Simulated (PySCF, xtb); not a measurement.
CH₇FN₂Si, SMILES CN[Si@H](N)F. Other conformers were not sampled.

Harmonic wavenumbers (cm⁻¹) from GFN2-xTB (xtb) at its own minimum, in rising order: 70, 123, 157, 191, 247, 266, 325, 459, 501, 646, 713, 767, 778, 868, 923, 1068, 1114, 1177, 1371, 1425, 1493, 1506, 1516, 2292, 2896, 2969, 3024, 3456, 3486, 3524.

### Question
What does r2SCAN-D4/def2-SVP (PySCF) give at its own minimum? (An estimate is asked for; the answer gives what the named calculation found.)

### Answer
97, 149, 194, 228, 288, 336, 364, 412, 511, 757, 773, 810, 867, 914, 956, 1091, 1142, 1162, 1399, 1445, 1466, 1503, 1534, 2234, 2992, 3062, 3118, 3590, 3592, 3695. Paired by order, the mean absolute difference is 54 cm⁻¹ and the zero-point energies are 56.3 and 58.2 kcal/mol.
